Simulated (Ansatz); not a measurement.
Molecule: C4H9O (charge 0, doublet). It need not be the lowest isomer of its formula. SMILES: [CH2]OC(C)C
Structure (B3LYP-D3(BJ)/def2-TZVP (Ansatz, a program for electronic structure) minimum search):
```xyz
14

C     -0.0533     1.5629     0.2198
C     -0.4098     0.0848     0.2593
C     -1.7178    -0.2287    -0.4400
O      0.6073    -0.6907    -0.3997
C      1.7538    -0.8813     0.2902
H      0.9124     1.7403     0.6935
H     -0.8098     2.1496     0.7440
H      0.0008     1.9095    -0.8139
H     -0.4591    -0.2531     1.3023
H     -1.6641     0.0657    -1.4896
H     -1.9352    -1.2957    -0.3915
H     -2.5378     0.3162     0.0299
H      2.4804    -1.4899    -0.2260
H      1.7165    -0.8427     1.3739
```
Charge 0, spin multiplicity 2.

Wanted: atomisation energy (electronic, to ground-state atoms), in eV. Correlated levels leave the core frozen unless marked. UHF or UKS for open shells. Spin-orbit coupling is left out. Non-relativistic. The coupled-cluster limit lacks core correlation, which all-electron functionals hold. CBS(X,Y): correlation extrapolated as X^-3; Hartree-Fock from the larger set.

```csv
level,program,atomisation energy (eV)
HF/cc-pVQZ,Ansatz,41.62
```

Q: Estimate the value at CCSD(T)/CBS(cc-pVTZ,cc-pVQZ) as computed with Ansatz.

A: 55.86 eV, so HF/cc-pVQZ differs from it by -14.24 eV.
